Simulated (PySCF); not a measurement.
C2H4F2Si, SMILES C=C(F)[SiH2]F.

The structure is a stationary point at B3LYP-D3(BJ)/def2-SVP. This is a generated structure with no PubChem entry under its InChIKey; it may be hypothetical. The values are those of a single conformer.

Calculation: PBE/def2-TZVP in PySCF.

Isolated molecule, no solvent.

```yaml
total_energy: -567.51076 hartree
point_group: Cs
highest_occupied_level: -6.74 eV
lowest_empty_level: -1.58 eV
orbital_gap: 5.16 eV
dipole_moment: 0.20 D
quadrupole, principal values (traceless, Buckingham form, about the centre of nuclear charge): -6.19, -0.31, 6.50 D·Å
mean_static_polarisability: 50.7 bohr³ (7.51 Å³)
polarisability_principal_values: 39.7, 46.7, 65.7 bohr³
```
